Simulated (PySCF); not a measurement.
**Calculated NMR parameters of NC[SiH2]O[SiH2]O[SiH3]**

```yaml
Formula: CH11NO2Si3
SMILES: NC[SiH2]O[SiH2]O[SiH3]
InChI: InChI=1S/CH11NO2Si3/c2-1-6-4-7-3-5/h1-2,6-7H2,5H3
Point_group_of_the_computed_structure: C1
Degrees_of_unsaturation: 0
Carbon_signals: 1
Proton_signals: 5
```

Atom-mapped SMILES (the numbers label the heavy atoms): `[NH2:1][CH2:2][SiH2:3][O:4][SiH2:5][O:6][SiH3:7]`. Hydrogens are named by the atom that carries them.

Level of theory: geometry: GFN2-xTB, PBE0/pcSseg-1 with gauge-including orbitals, in PySCF 2.14.0 with density-fitted response routines (gas phase, rapidly exchanging positions averaged, one conformer, relativity neglected).

Referencing at the same level of theory: 1H (σref 31.72), 13C (σref 186.93), 29Si (σref 349.16) vs TMS; 15N (σref 267.73) against NH3; 17O (σref 336.08) vs H2O.

| carbon | δC, type | δH (multiplicity) | HMBC from (2–3 bonds) | span of the C tensor (ppm) |
| --- | --- | --- | --- | --- |
| C2 | 35.0, CH2 | 2.54 (t) | H(Si3) | 46 |

Other nuclei:
```json
{"atoms": "H(Si7)", "nucleus": "1H", "environment": "hydrogen on a silicon bonded to O", "δ (ppm)": "5.22", "σ (ppm)": "26.50"}
{"atoms": "H(Si3)", "nucleus": "1H", "environment": "hydrogen on a silicon bonded to C, O", "δ (ppm)": "5.13", "σ (ppm)": "26.59"}
{"atoms": "H(Si5)", "nucleus": "1H", "environment": "hydrogen on a silicon bonded to 2 O", "δ (ppm)": "5.02", "σ (ppm)": "26.70"}
{"atoms": "H(N1)", "nucleus": "1H", "environment": "hydrogen on an amine nitrogen", "δ (ppm)": "0.44", "σ (ppm)": "31.27"}
{"atoms": "Si3", "nucleus": "29Si", "environment": "silicon bonded to C, O, 2 H", "δ (ppm)": "-24.1", "σ (ppm)": "373.2"}
{"atoms": "Si7", "nucleus": "29Si", "environment": "silicon bonded to O, 3 H", "δ (ppm)": "-44.8", "σ (ppm)": "393.9"}
{"atoms": "Si5", "nucleus": "29Si", "environment": "silicon bonded to 2 O, 2 H", "δ (ppm)": "-46.4", "σ (ppm)": "395.5"}
{"atoms": "N1", "nucleus": "15N", "environment": "amine nitrogen", "δ (ppm)": "23.8", "σ (ppm)": "243.9"}
{"atoms": "O4", "nucleus": "17O", "environment": "oxygen bonded to 2 Si", "δ (ppm)": "54.6", "σ (ppm)": "281.5"}
{"atoms": "O6", "nucleus": "17O", "environment": "oxygen bonded to 2 Si", "δ (ppm)": "43.2", "σ (ppm)": "292.9"}
```

δC 35.0: sp3 CH2 bonded to N and Si; pulled downfield by the heteroatom. δH 5.22: hydrogen on a silicon bonded to O. δH 5.13: hydrogen on a silicon bonded to C, O. δH 2.54: hydrogen on an sp3 CH2 bonded to N and Si; its carbon carries N, hence the downfield position. δH 0.44: hydrogen on an amine nitrogen; exchangeable, gas-phase position.

OH/NH shifts are gas-phase values; hydrogen bonding in solution moves them, usually downfield. Shifts are as computed. Against solution values, carbons near 30 ppm lie about +3 ppm off and those near 130 ppm about +5 ppm. Of 1211 compounds with measured shifts, 218 miss one by over three times the rms of a fit or turn the order of signals round; such compounds aren't used in these exercises. Experimental scales use liquid or dissolved standards, which lie at an offset from isolated NH3 (liquid NH3: subtract about 20 ppm) and H2O (liquid H2O: subtract about 36 ppm). Multiplicities follow the n + 1 count of equivalent neighbours, as no J values were calculated; m marks all less simple cases, F and P coupling included.
